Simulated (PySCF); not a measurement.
A PySCF script (with the pyscf-properties extension) for the NMR shieldings of `[H]/N=C\C=C\CB(Cl)Cl`, C₄H₆BCl₂N, on a GFN2-xTB geometry:

```python
import basis_set_exchange as bse
import numpy as np
from pyscf import gto, dft
from pyscf.prop import nmr

atoms = """
N     3.282284   -0.329101    0.263754
C     2.245887    0.107010   -0.306899
C     0.973640    0.449739    0.308251
C    -0.073519    0.887426   -0.389190
C    -1.406413    1.235707    0.206274
B    -2.446332    0.084596   -0.181946
Cl   -2.881569   -1.117674    0.959937
Cl   -3.078260   -0.013323   -1.773794
H     3.192481   -0.442621    1.274128
H     2.309609    0.238979   -1.384087
H     0.908436    0.336418    1.384188
H    -0.000370    0.986661   -1.464122
H    -1.721780    2.196556   -0.205309
H    -1.304771    1.339330    1.286649
"""
names = dict.fromkeys(["N", "C", "B", "Cl", "H"], "pcSseg-1")
basis = {el: gto.basis.parse(bse.get_basis(n, elements=[el], fmt="nwchem")) for el, n in names.items()}
mol = gto.M(atom=atoms, basis=basis, charge=0, verbose=0)
mf = dft.RKS(mol, xc="PBE0")
mf.grids.level = 2
mf.grids.alignment = dft.numint.BLKSIZE   # the property module wants whole blocks of grid points
mf.conv_tol = 1e-9
mf.kernel()

calc = nmr.RKS(mf)   # GIAO
C = mf.mo_coeff
Co = C[:, mf.mo_occ > 0]
resp = mf.gen_response(singlet=True, hermi=2)
def vind(x):   # induced exchange potential for any number of trial vectors
    d = np.einsum("pi,xij,qj->xpq", C, 2 * x.reshape(-1, C.shape[1], Co.shape[1]), Co, optimize=True)
    return np.einsum("xpq,pi,qj->xij", resp(d - d.transpose(0, 2, 1)), C, Co, optimize=True).ravel()
mo1, _ = nmr.rhf.solve_mo1(calc, with_cphf=vind)
sigma = calc.kernel(mo1)
for i, s in enumerate(sigma):   # ppm
    print("%2d %-2s %9.2f" % (i, mol.atom_pure_symbol(i), np.trace(s) / 3))
```

Task: What does it print?

Result: 
```
 0 N     -93.31
 1 C      15.00
 2 C      45.60
 3 C      42.63
 4 C     145.46
 5 B      40.71
 6 Cl    664.95
 7 Cl    672.32
 8 H      21.11
 9 H      23.69
10 H      25.81
11 H      25.50
12 H      29.10
13 H      29.21
```

These numbers come from an equivalent density-fitted implementation of the same equations, which agrees with the script to about 0.01 ppm for H and up to a few tenths of a ppm for heavy atoms, so last digits may differ.

Size and cost of the density-fitted run: 180 basis functions, 43 s wall time on 1 thread of an Arm Neoverse N1, shared host; peak memory 0.76 GiB.
